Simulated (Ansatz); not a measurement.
`[CH3][Sn]([Cl])([Cl])[Cl]` + `CCO` → `CC[O][Sn]([CH3])([Cl])[Cl]` + HCl at 298.15 K and 1 bar (ligand exchange at the Sn–Cl bond).

Computed with Ansatz on PBE0-D4/def2-TZVP structures; ΔE is electronic, products minus reactants. CCSD(T)/CBS adds triple-zeta CCSD(T) − MP2 to the extrapolated MP2 energy (def2 sets, frozen cores). This one scheme is used for every species. def2 core potentials past Kr. For Sn outer-core shells are correlated without core-valence functions, which leaves a few kJ/mol of doubt a bond. One conformer a species, not always the lowest.

| species | CCSD(T)/CBS energy (Eh) | H − E (kJ/mol) | S (J/(mol·K)) |
| --- | --- | --- | --- |
| `[CH3][Sn]([Cl])([Cl])[Cl]` | -1633.37264 | 129.5 | 392.9 |
| `CCO` | -154.88256 | 224.2 | 269.4 |
| `CC[O][Sn]([CH3])([Cl])[Cl]` | -1327.85357 | 318.7 | 469.7 |
| HCl | -460.38127 | 26.6 | 186.8 |

H − E and S are ideal-gas, rigid-rotor, harmonic terms from PBE0-D4/def2-TZVP, for one conformer and one mirror image of each species. 1 Eh = 2625.50 kJ/mol, R = 8.31446 J/(mol·K).

Question: By hand: ΔE, ΔH, ΔS and ΔG.

Answer: ΔE = (-1327.85357) + (-460.38127) − (-1633.37264) − (-154.88256) = 0.02036 Eh = 53.5 kJ/mol. Δ(H − E) = 318.7 + 26.6 − 129.5 − 224.2 = -8.4, so ΔH = 45.1 kJ/mol. ΔS = 469.7 + 186.8 − 392.9 − 269.4 = -5.8 J/(mol·K). ΔG = 45.1 − 298.15 × (-5.8)/1000 = 46.8 kJ/mol.

Question: By hand: the equilibrium constant, and the temperature at which ΔG would vanish if ΔH and ΔS stayed fixed.

Answer: log₁₀ K = −ΔG/(RT ln 10) = -8.2. ΔH and −TΔS have one sign here, so there is no such temperature.

The number of gas molecules stays the same, so ΔS is small and ΔH decides. A doubt of 5 kJ/mol in ΔE shifts log₁₀ K by 0.9 here. Other conformers and mirror images would add mixing entropy, several J/(mol·K) or more a flexible species. Modes under 60 cm⁻¹, often nearly free rotors, make the harmonic entropy too high. These are equilibria of isolated gas molecules and say nothing of rates. Largest T1 diagnostic: 0.012 (customary marks: 0.02 for closed shells, 0.045 for open ones).

ΔS is within the doubt of such terms, so its sign, and with it that verdict, could turn.
